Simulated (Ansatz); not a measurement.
Basis sets compared for Ba6O5 (the lowest singlet isomer of a short search). Charge 0, multiplicity 1. Geometry PBE-D4/def2-SVP. Ansatz on 4 threads of Arm Neoverse V1 on a shared host; times are rough, and most runs start from earlier orbitals.

```csv
atom,x (Å),y (Å),z (Å)
Ba1,1.8267,0.3646,-2.4388
Ba2,-1.4706,-1.9492,-1.8575
Ba3,-1.7207,-0.3136,2.0037
Ba4,1.2892,1.7998,1.4725
Ba5,-1.7213,2.0912,-1.4415
Ba6,1.5189,-1.8895,1.0926
O7,0.6150,-0.2276,2.5818
O8,-0.5772,0.2141,-2.4261
O9,-0.8466,-1.9636,0.3881
O10,-1.0765,1.7246,0.7679
O11,2.1631,0.1490,-0.1427
```

In the def2 sets Ba takes a core potential; there is no spin–orbit coupling. The restricted singlet is unstable towards broken spin symmetry in Hartree–Fock (as tested in another run); at PBE-D4/def2-SVP, PBE-D4/def2-TZVP, PBE0-D4/def2-SVP, PBE0-D4/def2-TZVP this wasn't settled. The structure comes from a short search, and lower isomers may exist.

Binding counts from free atoms (Ba singlet, O triplet) in the same basis, without a counterpoise term.

| level | functions | energy (Eh) | HOMO (eV) | LUMO (eV) | binding per atom (eV) | wall time |
| --- | --- | --- | --- | --- | --- | --- |
| PBE-D4/def2-SVP | 250 | -529.0088 | -2.13 | -1.38 | 4.44 | 13 s |
| PBE0-D4/def2-SVP | 250 | -528.8241 | -2.33 | -1.04 | 4.15 | 16 s |

Question: Estimate the rows for PBE-D4/def2-TZVP, PBE0-D4/def2-TZVP.

Answer: 
| level | functions | energy (Eh) | HOMO (eV) | LUMO (eV) | binding per atom (eV) | wall time |
| --- | --- | --- | --- | --- | --- | --- |
| PBE-D4/def2-TZVP | 395 | -529.6052 | -2.12 | -1.41 | 4.34 | 17 s |
| PBE0-D4/def2-TZVP | 395 | -529.4212 | -2.32 | -1.07 | 4.08 | 37 s |
